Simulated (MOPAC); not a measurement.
Input file for MOPAC: PM7 on CH6GaN (SMILES C[NH][GaH2]), a point of a torsion scan.

```
PM7 1SCF PRECISE CHARGE=0 THREADS=1
CH6GaN

C     -1.21814971 1     0.27555231 1     0.27045676 1
N     -0.08340127 1    -0.64520582 1     0.13081999 1
Ga     1.61815473 1    -0.15214395 1    -0.33119375 1
H     -1.80802590 1     0.35336219 1    -0.64914930 1
H     -0.83168092 1     1.26728590 1     0.51724043 1
H     -1.87958595 1    -0.04633065 1     1.08034105 1
H     -0.43048454 1    -1.57292357 1    -0.10116565 1
H      2.36677205 1    -0.68945864 1    -1.59270944 1
H      2.26770180 1     0.98340316 1     0.51386738 1
```

It printed:

```
*******************************************************************************
 **                                                                           **
 **                              MOPAC v23.2.5                                **
 **                                                                           **
 *******************************************************************************
 ** MOPAC's Digital Object Identifier: https://doi.org/10.5281/zenodo.6511958 **
 **                                                                           **
 ** Please cite the open-source release paper for use of this MOPAC version:  **
 ** J. E. Moussa and J. J. P. Stewart (2026)                                  **
 ** MOPAC: An open-source semiempirical molecular orbital program             **
 ** J. Open Source Softw., 11(119), 8025, https://doi.org/10.21105/joss.08025 **
 *******************************************************************************

                              PM7 CALCULATION RESULTS

 *******************************************************************************
 *  PM7        - The PM7 Hamiltonian to be used
 *
 *
 *
 *                 CHARGE ON SYSTEM = 0
 *
 *
 *
 *  PRECISE    - TIGHTER CRITERIA TO BE USED
 *  1SCF       - DO 1 SCF AND THEN STOP
 *  THREADS=1  - MULTI-THREADING NOT USED
 *  T=         - A TIME OF 172800.0 SECONDS REQUESTED
 *  DUMP=N     - RESTART FILE WRITTEN EVERY 7200.0 SECONDS REQUESTED
 *******************************************************************************
PM7 1SCF PRECISE CHARGE=0 THREADS=1
 CH6GaN

   ATOM   CHEMICAL          X               Y               Z
  NUMBER   SYMBOL      (ANGSTROMS)     (ANGSTROMS)     (ANGSTROMS)

     1       C         -1.21814971  *   0.27555231  *   0.27045676  *
     2       N         -0.08340127  *  -0.64520582  *   0.13081999  *
     3      Ga          1.61815473  *  -0.15214395  *  -0.33119375  *
     4       H         -1.80802590  *   0.35336219  *  -0.64914930  *
     5       H         -0.83168092  *   1.26728590  *   0.51724043  *
     6       H         -1.87958595  *  -0.04633065  *   1.08034105  *
     7       H         -0.43048454  *  -1.57292357  *  -0.10116565  *
     8       H          2.36677205  *  -0.68945864  *  -1.59270944  *
     9       H          2.26770180  *   0.98340316  *   0.51386738  *



          CARTESIAN COORDINATES

    NO.       ATOM           X           Y           Z

     1         C         -1.2181      0.2756      0.2705
     2         N         -0.0834     -0.6452      0.1308
     3        Ga          1.6182     -0.1521     -0.3312
     4         H         -1.8080      0.3534     -0.6491
     5         H         -0.8317      1.2673      0.5172
     6         H         -1.8796     -0.0463      1.0803
     7         H         -0.4305     -1.5729     -0.1012
     8         H          2.3668     -0.6895     -1.5927
     9         H          2.2677      0.9834      0.5139

 General Reference for PM7:
 "Optimization of Parameters for Semiempirical Methods VI: More Modifications to the
 NDDO Approximations and Re-optimization of Parameters", J. J. P. Stewart, J. Mol. Mod., 1:32, 19 (2013)
 https://link.springer.com/article/10.1007/s00894-012-1667-x

           Empirical Formula: C H6 N Ga  =     9 atoms



      MOLECULAR POINT GROUP   :   C1


      RHF CALCULATION, NO. OF DOUBLY OCCUPIED LEVELS = 9


 -------------------------------------------------------------------------------
 PM7 1SCF PRECISE CHARGE=0 THREADS=1
 CH6GaN



     1SCF WAS SPECIFIED, SO BFGS WAS NOT USED
     SCF FIELD WAS ACHIEVED


                              PM7 CALCULATION
                                                       MOPAC v23.2.5 Linux




          FINAL HEAT OF FORMATION =          6.82222 KCAL/MOL =      28.54418 KJ/MOL


          COSMO AREA              =        104.55 SQUARE ANGSTROMS
          COSMO VOLUME            =         87.21 CUBIC ANGSTROMS

          IONIZATION POTENTIAL    =          8.331413 EV
          HOMO LUMO ENERGIES (EV) =         -8.331  1.227
          NO. OF FILLED LEVELS    =          9
          MOLECULAR WEIGHT        =        101.8001         POINT GROUP:  C1

          MOLECULAR DIMENSIONS (Angstroms)

            Atom       Atom       Distance
            H     8    H     6     5.05869
            H     9    H     7     3.40372
            H     4    H     7     2.01479


          SCF CALCULATIONS        =          1





   ATOM   CHEMICAL          X               Y               Z
  NUMBER   SYMBOL      (ANGSTROMS)     (ANGSTROMS)     (ANGSTROMS)

     1       C         -1.21814971  *   0.27555231  *   0.27045676  *
     2       N         -0.08340127  *  -0.64520582  *   0.13081999  *
     3      Ga          1.61815473  *  -0.15214395  *  -0.33119375  *
     4       H         -1.80802590  *   0.35336219  *  -0.64914930  *
     5       H         -0.83168092  *   1.26728590  *   0.51724043  *
     6       H         -1.87958595  *  -0.04633065  *   1.08034105  *
     7       H         -0.43048454  *  -1.57292357  *  -0.10116565  *
     8       H          2.36677205  *  -0.68945864  *  -1.59270944  *
     9       H          2.26770180  *   0.98340316  *   0.51386738  *

                             CARTESIAN COORDINATES

   1    C       -1.218149710     0.275552310     0.270456760
   2    N       -0.083401270    -0.645205820     0.130819990
   3   Ga        1.618154730    -0.152143950    -0.331193750
   4    H       -1.808025900     0.353362190    -0.649149300
   5    H       -0.831680920     1.267285900     0.517240430
   6    H       -1.879585950    -0.046330650     1.080341050
   7    H       -0.430484540    -1.572923570    -0.101165650
   8    H        2.366772050    -0.689458640    -1.592709440
   9    H        2.267701800     0.983403160     0.513867380


           Empirical Formula: C H6 N Ga  =     9 atoms



      MOLECULAR POINT GROUP   :   C1


                  EIGENVALUES
 -34.26838 -23.38613 -19.02622 -15.60862 -14.21643 -13.51052 -11.69500 -10.80316
  -8.33141   1.22742   2.75938   3.56245   4.45112   5.78021   5.82321   5.97035
   6.79173   7.43406


              NET ATOMIC CHARGES AND DIPOLE CONTRIBUTIONS

  ATOM NO.   TYPE          CHARGE      No. of ELECS.   s-Pop       p-Pop
    1          C          -0.203795        4.2038     1.04974     3.15405
    2          N          -0.784390        5.7844     1.60992     4.17447
    3         Ga           0.313895        2.6861     1.15782     1.52828
    4          H           0.109559        0.8904     0.89044
    5          H           0.130368        0.8696     0.86963
    6          H           0.127826        0.8722     0.87217
    7          H           0.260177        0.7398     0.73982
    8          H           0.024054        0.9759     0.97595
    9          H           0.022307        0.9777     0.97769
 DIPOLE           X         Y         Z       TOTAL
 POINT-CHG.     1.299     0.943    -0.867     1.824
 HYBRID        -1.077    -0.677    -0.035     1.272
 SUM            0.221     0.266    -0.902     0.966


          ATOMIC ORBITAL ELECTRON POPULATIONS

     Atom    s        px        py        pz
    1  C   1.04974   0.97887   1.04415   1.13103
    2  N   1.60992   1.18675   1.18025   1.80747
    3 Ga   1.15782   0.49341   0.45083   0.58404
    4  H   0.89044
    5  H   0.86963
    6  H   0.87217
    7  H   0.73982
    8  H   0.97595
    9  H   0.97769

 **********************
 *                    *
 * JOB ENDED NORMALLY *
 *                    *
 **********************




 == MOPAC DONE ==
```

The run finished.

Cost: around 0.020 core-seconds (rough).
